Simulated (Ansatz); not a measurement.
`C[CH2][Ge][F]` + `O[SiH3]` → `[F][Ge][O][SiH3]` + `CC` at 400 K and 1 bar (ligand exchange at a Ge–C bond).

Computed with Ansatz on PBE0-D4/def2-TZVP structures; ΔE is electronic, products minus reactants. CBS: MP2 limit from def2 TZ/QZ plus the TZ coupled-cluster correction, frozen cores. This one scheme is used for every species. For Ge outer-core shells are correlated without core-valence functions, which leaves a few kJ/mol of doubt a bond. Scalar relativity is left out up to krypton. One conformer a species, not always the lowest.

```json
{"species": "`C[CH2][Ge][F]`", "CCSD(T)/CBS energy (Eh)": "-2255.03793", "H − E (kJ/mol)": "201.0", "S (J/(mol·K))": "364.4"}
{"species": "`O[SiH3]`", "CCSD(T)/CBS energy (Eh)": "-366.69042", "H − E (kJ/mol)": "120.0", "S (J/(mol·K))": "276.4"}
{"species": "`[F][Ge][O][SiH3]`", "CCSD(T)/CBS energy (Eh)": "-2542.06230", "H − E (kJ/mol)": "110.7", "S (J/(mol·K))": "372.4"}
{"species": "`CC`", "CCSD(T)/CBS energy (Eh)": "-79.71954", "H − E (kJ/mol)": "213.5", "S (J/(mol·K))": "244.3"}
```

H − E and S are ideal-gas, rigid-rotor, harmonic terms from PBE0-D4/def2-TZVP, for one conformer and one mirror image of each species. 1 Eh = 2625.50 kJ/mol, R = 8.31446 J/(mol·K).

Q: By hand: ΔE, ΔH, ΔS and ΔG.

A: ΔE = (-2542.06230) + (-79.71954) − (-2255.03793) − (-366.69042) = -0.05349 Eh = -140.4 kJ/mol. Δ(H − E) = 110.7 + 213.5 − 201.0 − 120.0 = 3.2, so ΔH = -137.2 kJ/mol. ΔS = 372.4 + 244.3 − 364.4 − 276.4 = -24.1 J/(mol·K). ΔG = -137.2 − 400 × (-24.1)/1000 = -127.6 kJ/mol.

Q: By hand: the equilibrium constant, and the temperature at which ΔG would vanish if ΔH and ΔS stayed fixed.

A: log₁₀ K = −ΔG/(RT ln 10) = 16.7. ΔG = 0 at ΔH/ΔS = 5693 K, far beyond where these terms or the molecules hold.

ΔH outweighs TΔS. A doubt of 5 kJ/mol in ΔE shifts log₁₀ K by 0.7 here. Other conformers and mirror images would add mixing entropy, several J/(mol·K) or more a flexible species. Modes under 60 cm⁻¹, often nearly free rotors, make the harmonic entropy too high. These are equilibria of isolated gas molecules and say nothing of rates. Largest T1 diagnostic: 0.015 (customary marks: 0.02 for closed shells, 0.045 for open ones).
